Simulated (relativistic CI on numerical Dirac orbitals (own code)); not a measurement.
Method of calculation: Dirac-Coulomb-Breit CI, orbitals from a KLI potential per configuration, a model potential for QED, unscaled Slater integrals (own radial code, finite nucleus).

The strongest absorption lines from the ground level of an ion, among the configurations computed and to levels below about 339 eV (vacuum wavelength in nm, gf): 7.7296 (0.12), 8.1131 (1.5), 8.2672 (7), 8.4161 (2.7), 8.4526 (2.2), 10.427 (1.1), 10.552 (0.65), 10.934 (0.36).

(1) Which ion is it?
A. Nd25+
B. Nd23+
C. Ce23+
D. Nd27+

Answers

(1) A. Nd25+ has 35 electrons and the ground level 4s2.4p5 2P°_3/2; the strongest line goes to 4s2.4p4.4d 2D_5/2. The pattern of lines fixes the number of electrons, and along that sequence the line energies rise steadily with the charge (about as its square where n changes within one kind of shell, about linearly where n is kept but much faster in heavy ions where fine structure, which grows about as Z⁴, sets the gap, and irregularly where shells cross), which fixes Z. Configurations outside the model, such as inner-shell arrays, can give stronger lines. At this charge energies of transitions that change n are usually good to better than 1 %, and those within a shell (Δn = 0) to a few per cent.

LS names give the leading component of a level, which can be under half, so a name can repeat, a term be missing and a line seem to break the LS rules.
